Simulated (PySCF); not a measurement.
A species of formula C4H3BrO has this rotational fingerprint, computed with PBE0-D3(BJ)/def2-SVP geometry optimisation, gas phase (PySCF 2.14.0):

```
Rotational constants : A = 9381, B = 1271, C = 1120 MHz
Dipole components    : |μa| = 0.97 D, |μb| = 0.39 D, |μc| = 0.00 D
Inertial defect      : 0.00 u·Å²
κ                    : -0.96
```

Question: Which structure is it? (One computed conformer of each.)
A. `BrC1=COC=C1`
B. `BrC1=CC=CO1`
C. `O=C1CC=C1Br`

Answer: A. It is Brc1ccoc1, a near-prolate asymmetric top, point group Cs. The candidates at the same level (rigid rotor, commonest isotopes):

| SMILES | A (MHz) | B (MHz) | C (MHz) | μa (D) | μb (D) | μc (D) | Δ (u·Å²) | point group | rotor |
| --- | --- | --- | --- | --- | --- | --- | --- | --- | --- |
| O=C1CC=C1Br | 5398 | 1419 | 1132 | 0.55 | 3.18 | 0.00 | -3.26 | Cs | asymmetric top |
| Brc1ccoc1 | 9381 | 1271 | 1120 | 0.97 | 0.39 | 0.00 | 0.00 | Cs | near-prolate asymmetric top |
| Brc1ccco1 | 9303 | 1350 | 1179 | 1.31 | 0.58 | 0.00 | 0.00 | Cs | near-prolate asymmetric top |

`O=C1CC=C1Br` has A 42 % too low; `Brc1ccco1` has B 6 % too high. In the right answer the mirror of this Cs structure is the ab plane, so μc vanishes by symmetry. No structure here is proved a minimum.
